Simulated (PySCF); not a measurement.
Si(H)(OMe) (CH₄OSi), SMILES CO[SiH] (connectivity only; charge and spin as stated), neutral, multiplicity 1. The structure is a stationary point at r2SCAN-D4/def2-TZVP.

TDDFT-LC-ωPBE/def2-SVPD in PySCF 2.14.0 puts the lowest singlet excitations at 3.24, 6.03, 6.25, 6.94, 7.14, 8.01 eV.

Task: What are the lowest excitation roots from PySCF with ADC(2)/aug-cc-pVDZ? (An estimate is asked for; the answer gives what the named calculation found.)

Result: 3.45, 5.67, 5.81, 6.06, 6.17, 6.95 eV. S1 differs by 0.20 eV (second minus first; roots are paired by order, and the bases may differ).
